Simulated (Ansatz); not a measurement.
`B[SiH](Br)C=O` and `B[SiH](Cl)Br` differ in one atom or group.

Ansatz, PBE0-D4/def2-TZVP geometries, multiplicity 1. Each molecule was computed in one conformer, which needn't be the lowest. `B[SiH](Cl)Br` holds a close contact that its SMILES doesn't draw: Br···B 2.50 Å.

Scalar relativity is left out up to krypton. Spin–orbit coupling is left out; it splits and shifts lone-pair levels of the heavy atoms by tenths of an eV.

| property | `B[SiH](Br)C=O` |
| --- | --- |
| HOMO energy (PBE/def2-TZVPP) / eV | -6.01 |
| ideal-gas entropy at 298 K and 1 bar (rigid rotor, harmonic PBE0-D4/def2-TZVP) / J/(mol·K) | 378 |
| HOMO energy (ωB97M-V/def2-TZVPP) / eV | -9.51 |
| LUMO energy (B3LYP/def2-TZVPP) / eV | -3.26 |
| size of the dipole moment (B3LYP/def2-TZVPP) / D | 1.03 |
| LUMO energy (ωB97M-V/def2-TZVPP) / eV | -1.10 |

What does the change do to each property? (An estimate is asked.)

The calculation gave: 
| property | `B[SiH](Cl)Br` | shift |
| --- | --- | --- |
| HOMO energy (PBE/def2-TZVPP) / eV | -6.97 | -0.96 |
| ideal-gas entropy at 298 K and 1 bar (rigid rotor, harmonic PBE0-D4/def2-TZVP) / J/(mol·K) | 341 | -37 |
| HOMO energy (ωB97M-V/def2-TZVPP) / eV | -10.23 | -0.72 |
| LUMO energy (B3LYP/def2-TZVPP) / eV | -1.82 | 1.44 |
| size of the dipole moment (B3LYP/def2-TZVPP) / D | 1.09 | 0.06 |
| LUMO energy (ωB97M-V/def2-TZVPP) / eV | 0.23 | 1.33 |

With PBE0 the HOMO falls by 0.85 eV and the LUMO rises by 1.43 eV, so the gap widens by about 2.28 eV. PBE moves the HOMO by -0.96 eV and ωB97M-V by -0.72 eV. The zero-point energy changes by -40.6 kJ/mol with -6 modes. Dipoles are sizes alone; their direction can turn.

Positive LUMOs are unbound, so they and the gaps depend on the basis.

B3LYP here is the variant with VWN-RPA as its local correlation; programs differ in this.
